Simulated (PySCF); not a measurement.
Ionisation energy of V²⁺ by level of theory

V²⁺ [Ar] 3d3 (4F) → V³⁺ [Ar] 3d2 (3F), as a difference of total energies. Computed with PySCF 2.14 in aug-cc-pVTZ-DK (8s7p5d3f2g, 93 functions), with scalar relativity by spin-free X2C-1e. Correlated levels: valence: [Ar] frozen. The calculations carry no spin-orbit coupling.

```
           method  ionisation energy (eV)
              UHF                  28.168
              LDA                  30.046
              PBE                  29.802
             PBE0                  29.630
           r2SCAN                  29.750
            M06-L                  29.490
          r2SCANh                  29.697
           B2PLYP                  29.211
              M06                  29.723
    MP2 (valence)                  28.541
SCS-MP2 (valence)                  28.292
```

**Question.** How much does correlation contribute at MP2 (valence)?

**Answer.** 28.541 − (28.168) = 0.373 eV, measured against UHF.

A first-order spin-orbit estimate (lowest level to lowest level, LS coupling) adds -0.009 eV.

Errors of the correlated levels include the incompleteness of this basis and the frozen core.

For comparison: 29.311 eV (measured; NIST Atomic Spectra Database, ionization energies).
